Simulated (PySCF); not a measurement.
# Two-dimensional NMR puzzle

Compound of formula C₅H₈N₂. Correlations simulated from computed shifts and the bond graph:

HSQC (one-bond C–H):
```tsv
δH	δC
6.98	132.7
6.66	124.4
3.61	33.6
2.41	15.4
```

COSY cross peaks (H two or three bonds apart, from the bond graph; peaks can be absent where the dihedral angle is near 90°):
```tsv
δH	δH
6.98	6.66
```

HMBC (two and three bonds, from the bond graph; two-bond peaks within aromatic rings are usually weak or absent):
```tsv
δH	δC
6.98	146.3, 124.4
6.66	146.3, 132.7, 33.6
3.61	146.3, 124.4
2.41	146.3
```

Carbons without hydrogens: δ 146.3.

- shieldings: GIAO PBE0/pcSseg-1
- GFN2-xTB structure
- run in PySCF 2.14
- no solvent model, fast rotation and ring inversion assumed for equivalent nuclei, a single conformation, relativity neglected

Shifts are taken against calculated references (same method and geometry level): TMS for ¹H (σref 31.72) and ¹³C (σref 186.93).

Exchangeable hydrogens are left out of these lists.

Task: Work out the connectivity.

Result: `Cc1nccn1C`.

Structure with atom numbers: `[CH3:1][c:2]1[n:3][cH:4][cH:5][n:6]1[CH3:7]`. Hydrogens are named by the atom that carries them.

- δC 146.3 is C2, a substituted aromatic carbon next to a ring nitrogen.
- δC 132.7 is C4, an aromatic CH next to a ring nitrogen (δH 6.98).
- δC 124.4 is C5, an aromatic CH next to a ring nitrogen (δH 6.66).
- δC 33.6 is C7, a methyl carbon bonded to N (δH 3.61).
- δC 15.4 is C1, a methyl carbon on an aromatic ring (δH 2.41).
- HMBC from δH 6.98 reaches the proton-free carbon C2.
- HMBC from δH 6.66 reaches the proton-free carbon C2.
- HMBC from δH 3.61 reaches the proton-free carbon C2.
- HMBC from δH 2.41 reaches the proton-free carbon C2.
- COSY links 6.98–6.66.

The data come from this structure; uniqueness wasn't tested.

Shifts are as computed. Against solution values, carbons near 30 ppm lie about +3 ppm off and those near 130 ppm about +5 ppm (rms about the fit 2.1 ppm; single classes can miss by 10 ppm). Of 1328 compounds with measured shifts, 309 miss one by over three times the rms of a fit or turn the order of signals round; such compounds aren't used in these exercises. Signals without a measured value on file couldn't be tested in this way; 1H shifts scatter by 0.2 ppm about their fit, and single ones miss by 0.5 ppm.
